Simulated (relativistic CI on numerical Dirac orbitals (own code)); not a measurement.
# Spin-allowed bands of a d7 ion in an octahedral site, by hand

Problem. Take Δ = 7820 cm⁻¹ and B = 460 cm⁻¹ for a high-spin d7 ion in an octahedral site. Calculate the three spin-allowed bands.

Working.
1. The terms of highest spin are 4F (energy 0) and 4P (15B = 6900 cm⁻¹). Here the F term splits into A2 at +1.2Δ = 9384, T2 at +0.2Δ = 1564 and T1 at −0.6Δ = -4692 cm⁻¹.
2. The two T1 states mix through the element 0.4Δ: H = [[-4692, 3128], [3128, 6900]], with roots ½(H₁₁ + H₂₂) ∓ ½√[(H₂₂ − H₁₁)² + 4H₁₂²] = ½(2208) ∓ ½(13172) = -5482 and 7690 cm⁻¹.
3. The ground term is 4T1 at -5482 cm⁻¹.
4. Bands: 4T2 7046 cm⁻¹ (1419 nm), 4T1(P) 13172 cm⁻¹ (759 nm), 4A2 14866 cm⁻¹ (673 nm).

Check. Exact diagonalisation of the whole d7 shell with these parameters gives 4T2 7046, 4T1 13172, 4A2 14866 cm⁻¹. The match is exact, since without spin-orbit coupling no other term has this spin. The ratio of the second band to the first, 1.869, depends on Δ/B = 17.0 alone, which is how a Tanabe-Sugano diagram is read.
